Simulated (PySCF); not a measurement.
Level of theory: CAM-B3LYP-D3(BJ)/def2-TZVPD in PySCF. All species are isolated molecules in the gas phase. 

Reference species (SMILES): `[O-][SiH3]` (charge -1, multiplicity 1).

* **HOMO**: -2.70 eV

Changed species: `N#C[SiH2][O-]` (X = cyano, proton removed; the reference has X = H, proton removed).

**Question.** Predict the effect on the HOMO.

**Answer.** the HOMO decreases by 0.98 eV, to -3.68 eV.
